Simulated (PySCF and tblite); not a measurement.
Results of a calculation; reference values are marked as such.
System: C₃H₄FNSe₂, numbered as in [N:1]#[C:2][CH2:3][Se:4][Se:5][CH2:6][F:7].

Two runs for the rotation about the Se4–Se5 bond (torsion C3–Se4–Se5–C6 from -84° to 95°, rising) on the same GFN2-xTB geometries. The first, PBE/pcSseg-1 + D3(BJ), gave a barrier of 10.7 kcal/mol. The second was started with:

```json
{"job": {"kind": "nmr", "xc": "PBE", "basis": "pcSseg-1", "scf": {"conv": 0.001, "max_cycle": 60}, "pop": false}, "charge": 0, "multiplicity": 1}
```

```
final grid: 103856 points
cycle   1  E = -5072.7700731577  dE = -1.237e+00  |g| = 1.290e+00  |ddm| = 3.533e+00
cycle   2  E = -5072.4132252240  dE =  3.568e-01  |g| = 1.641e+00  |ddm| = 1.827e+00
cycle   3  E = -5072.6650565829  dE = -2.518e-01  |g| = 9.852e-01  |ddm| = 1.883e+00
cycle   4  E = -5072.8597955208  dE = -1.947e-01  |g| = 2.664e-01  |ddm| = 6.905e-01
cycle   5  E = -5072.8702764481  dE = -1.048e-02  |g| = 1.185e-01  |ddm| = 3.021e-01
cycle   6  E = -5072.8732018453  dE = -2.925e-03  |g| = 2.100e-02  |ddm| = 1.095e-01
cycle   7  E = -5072.8732743924  dE = -7.255e-05  |g| = 1.010e-02  |ddm| = 3.579e-02
converged SCF energy = -5072.8732743924

GIAO shielding tensors (ppm)
atom      isotropic    diamagn.    paramagn.     s11        s22        s33       span
  0 N      -38.718     339.800    -378.518   -204.771   -196.139    284.755    489.526
  1 C       67.053     257.133    -190.080    -47.236    -43.931    292.326    339.562
```

**Question.** What is wrong with the second run, and what did it give?

**Answer.** Its fault: SCF threshold far too loose. It ran through; the barrier from its energies is 10.7 kcal/mol, off by 0.0.
